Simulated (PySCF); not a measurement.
Species: C4H10SeSi.
Cartesian coordinates in Å at the PBE0-D3(BJ)/def2-SVP level; atoms count from 1:
```
atom  x, y, z in Å
Se1    3.302   -0.334    1.438
Si2    1.554   -0.952    0.094
C3    -0.097   -0.340    0.754
C4    -1.284   -0.553   -0.223
C5    -1.175    0.928   -0.632
C6    -0.322    1.189    0.624
H7     3.094    1.099    1.174
H8     1.766   -0.446   -1.299
H9     1.611   -2.444    0.085
H10   -0.223   -0.755    1.767
H11   -1.177   -1.308   -1.019
H12   -2.216   -0.768    0.321
H13   -0.592    1.055   -1.557
H14   -2.111    1.496   -0.737
H15   -0.922    1.580    1.460
H16    0.560    1.842    0.513
```

The closed-shell ground state was solved at several levels (PySCF, density fitting, gas phase). The calculation is non-relativistic and has no spin–orbit coupling, an omission that weighs most on selenium.

| level | basis functions | total energy (Eh) | HOMO (eV) | LUMO (eV) | gap (eV) | dipole (D) |
| --- | --- | --- | --- | --- | --- | --- |
| CAM-B3LYP/def2-SVPD | 225 | -2849.0297 | -8.11 | 0.69 | 8.80 | 1.91 |
| wB97X-D/pcSseg-1 | 183 | -2849.2175 | -8.67 | 2.02 | 10.69 | 1.97 |

(1) What might PBE0/pcSseg-1 (183 basis functions) give for the same quantities?

(2) Over all these levels, which gives the widest orbital gap and which the narrowest?

(3) How far do the dipole and the HOMO energy spread over the levels?

Answers

(1) Total energy -2848.6031 Eh, HOMO -6.84 eV, LUMO 0.25 eV, gap 7.09 eV, dipole 1.95 D.

(2) wB97X-D/pcSseg-1 (range-separated hybrid) has the widest, 10.69 eV, and PBE0/pcSseg-1 (global hybrid, 25 % exact exchange) the narrowest, 7.09 eV. The two share the basis. From the narrowest to the widest the HOMO moves by -1.83 eV and the LUMO by +1.77 eV.

(3) The dipole runs from 1.91 to 1.97 D (mean 1.94 D) and the HOMO from -8.67 to -6.84 eV.

One conformer stands for the species.

The pairwise dispersion term of wB97X-D wasn't added to the energies; at a given geometry it leaves orbitals and properties as they are.
